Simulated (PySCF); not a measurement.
**Electron correlation in Gd (gadolinium, neutral)**

[Xe] 4f7 5d1 6s2, high-spin 9D determinant. All numbers are calculated (PySCF 2.14, scalar relativity by spin-free X2C-1e, in x2c-TZVPPall (11s7p7d4f2g, 113 functions)). Frozen: [Ar] 3d10; 36 electrons correlated.

MP2 pair energies summed by pair of shells (mhartree):

| pair | energy | share (%) |
| --- | --- | --- |
| 4d-4f | -250.35 | 20.9 |
| 4d-4d | -159.46 | 13.3 |
| 4f-5p | -125.92 | 10.5 |
| 4f-4f | -120.52 | 10.1 |
| 5p-5p | -109.20 | 9.1 |
| 4d-5p | -84.48 | 7.1 |
| 4p-4d | -47.67 | 4.0 |
| 5s-5p | -31.78 | 2.7 |
| 5p-6s | -31.46 | 2.6 |
| 4f-5s | -27.89 | 2.3 |
| 4d-5s | -27.16 | 2.3 |
| 4p-4f | -25.94 | 2.2 |
| 5p-5d | -25.54 | 2.1 |
| 4s-4d | -16.79 | 1.4 |
| 6s-6s | -15.35 | 1.3 |
| 4p-4p | -12.34 | 1.0 |
| 4f-5d | -10.49 | 0.9 |
| 4s-4f | -10.49 | 0.9 |
| 4f-6s | -9.86 | 0.8 |
| 4p-5p | -9.76 | 0.8 |
| 5d-6s | -8.78 | 0.7 |
| 5s-5s | -5.71 | 0.5 |
| 4p-5s | -5.38 | 0.5 |
| 4d-5d | -5.09 | 0.4 |
| 4s-4p | -4.99 | 0.4 |
| 4d-6s | -4.06 | 0.3 |
| 5s-5d | -3.20 | 0.3 |
| 5s-6s | -1.70 | 0.1 |
| 4s-4s | -1.47 | 0.1 |
| 4s-5p | -1.05 | 0.1 |

Total MP2 correlation energy: -1195.8 mhartree.

Same-spin part -494.89 and opposite-spin part -700.90 mhartree; SCS-MP2 scales them by 1/3 and 6/5 to -1006.0 mhartree.

This basis was not built for core-valence correlation, so the inner-shell part is incomplete.
